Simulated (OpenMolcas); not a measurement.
# Pd3+: effect of the metal basis and ligand basis

Pd3+ with 6 ligands (fluoride) in octahedral coordination (Oh) at 2.07 Å. A charge of +0.5 e stands 2.6 Å behind each ligand.

```
Program             : OpenMolcas
Method              : SS-CASPT2, IPEA 0.25 Eh, imaginary shift 0.1 Eh (closed shells correlated: 4s 4p and the ligand valence shells)
Spin-orbit coupling : RASSI with atomic mean-field integrals over the reference wave functions
```

Fixed: active space 7 electrons in 5 orbitals (4d), DKH2 Hamiltonian.

States (labels of O, the rotations of Oh). Energies in cm-1 above the lowest state or level, χT in cm3 K/mol.

| Run | Metal basis | Ligand basis | Ground state | First state of that spin | First gap with spin-orbit (degeneracies) | χT at 300 K | First state of another spin | Cost |
| --- | --- | --- | --- | --- | --- | --- | --- | --- |
| A | ANO-RCC-VDZP | ANO-RCC-VDZP | 2E | 2T1 16030 | 5920 (4, 2) | 0.534 | 4T1 7220 | roughly 90 core-seconds |
| B | ANO-RCC-VTZP | ANO-RCC-VTZP | 2E | 2T1 15030 | 5170 (4, 2) | 0.549 | 4T1 6400 | roughly 13 core-minutes |

Against A, the first state of the same spin changes by -6.2 % in B.

Costs are those of the CASPT2 steps.

Roots that are degenerate in the reference are averaged as groups; the widest CASPT2 spread within a group is 340 cm-1 (the 2-fold group of multiplicity 2 near 37500 cm-1 above the lowest state of its run, A). Shifts and gaps below about the spread of the groups concerned are not significant. Over all roots computed the reference weight is 0.68 to 0.70 in A, 0.67 to 0.69 in B; a low but even weight reflects the number of correlated electrons. An orbital doublet at a regular site is open to a Jahn-Teller distortion, which this geometry leaves out. This shell can be high or low spin here, a state of another spin lies low, and with metal d orbitals alone active their balance is uncertain, so the ground spin may be wrong, although the usual error favours high spin. Ligand-to-metal charge-transfer states are missing. With no ligand orbital active B as a rule stays too high, so bands that hang on it stand too high and its fall with covalency is understated. With one d shell and no ligand orbital active, 10Dq can be off by a tenth or more. The least metal-like active orbital is 82 % on the metal (Löwdin) and no ligand orbital is active, so the numbers are rough (holds for A). These CASPT2 states fit no ligand-field parameters well, so their order and spin gaps are uncertain (holds for A). The least metal-like active orbital is 80 % on the metal (Löwdin) and no ligand orbital is active, so the numbers are rough (holds for B). No measured value stands beside these numbers; the geometry was imposed, not optimised, and the real ion may take another.
